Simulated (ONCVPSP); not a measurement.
## An all-electron radial function and its pseudo partner (phosphorus (P))

Columns: radius, all-electron u(r) and pseudo u(r) of the 2s shell (level -173.57 eV) of phosphorus in the configuration [He] 2s2 2p6 3s2 3p3; PBEsol, scalar-relativistic, ONCV scheme, ONCVPSP 4.0.1.

| r (bohr) | all-electron | pseudo |
| --- | --- | --- |
| 0.042 | -0.6489 | 0.2046 |
| 0.085 | -0.5384 | 0.4099 |
| 0.128 | -0.1424 | 0.6067 |
| 0.170 | 0.2947 | 0.7862 |
| 0.212 | 0.6846 | 0.9486 |
| 0.255 | 0.9982 | 1.0923 |
| 0.298 | 1.2198 | 1.2090 |
| 0.340 | 1.3562 | 1.2938 |
| 0.382 | 1.4255 | 1.3474 |
| 0.425 | 1.4426 | 1.3703 |
| 0.467 | 1.4198 | 1.3631 |
| 0.510 | 1.3677 | 1.3291 |
| 0.552 | 1.2974 | 1.2743 |
| 0.595 | 1.2133 | 1.2018 |
| 0.638 | 1.1225 | 1.1179 |
| 0.680 | 1.0315 | 1.0302 |
| 0.722 | 0.9412 | 0.9409 |
| 0.765 | 0.8516 | 0.8514 |
| 0.807 | 0.7684 | 0.7682 |
| 0.850 | 0.6884 | 0.6882 |
| 0.892 | 0.6159 | 0.6158 |
| 0.935 | 0.5478 | 0.5477 |
| 0.977 | 0.4871 | 0.4870 |
| 1.020 | 0.4308 | 0.4307 |
| 1.062 | 0.3813 | 0.3812 |
| 1.105 | 0.3359 | 0.3358 |

How many radial nodes do the two functions have?

The all-electron 2s function has n − l − 1 = 1; the pseudo-wave has 0, since the states of the same l below it are removed with the core.

At about which radius was the pseudo-wave matched?

0.75 bohr, where the columns begin to agree (steps of 0.04 bohr).

Is the pseudo-wave norm-conserving?

Yes: the ONCV scheme keeps the norm inside the radius equal to the all-electron one, which fixes the energy derivative of the logarithmic derivative at the level.
